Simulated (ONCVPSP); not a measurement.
# Building the ONCV potential for iron (Fe) (LDA (Perdew-Wang 92), scalar-relativistic).

ONCVPSP 4.0.1 input, shortened (lines: element, Z, core and valence counts, functional; n l f; lmax; l rc ep ncon nbas qcut; lloc lpopt rc5 dvloc0; l nproj debl; icmod fcfact rcfact), LDA (Perdew-Wang 92), scalar-relativistic:

```
  Fe 26.00    3    4  -001012      upf
    1    0    2.00
    2    0    2.00
    2    1    6.00
    3    0    2.00
    3    1    6.00
    3    2    6.00
    4    0    2.00
    2
    0    1.40    0.00    4    7    7.60
    1    1.00    0.00    4    9   17.50
    2    1.40    0.00    3    7   12.20
    4    5    0.80    0.00
    0    2    1.80
    1    2    0.40
    2    2    3.00
    3    3.50    1.10
```

In the p channel the program set the typed energies aside and used -2.202, 0.250 Ha.

* Cutoffs needed: 69 Ha and 88 Ha (the cutoffs (Ha) at which the residual kinetic energy of the hardest occupied pseudo-wave falls to 1 and 0.1 mHa per electron)
* Ghost test: no bound ghost flagged; no localised positive-energy state flagged
* Largest excitation error: +5.3 meV (all-electron minus pseudo) for 3s2 3p6 3d5 4s0, out of 4 test configurations
* rms error of d²Exc/dni dnj: 3.12 mHa without and 1.60 mHa with the model core
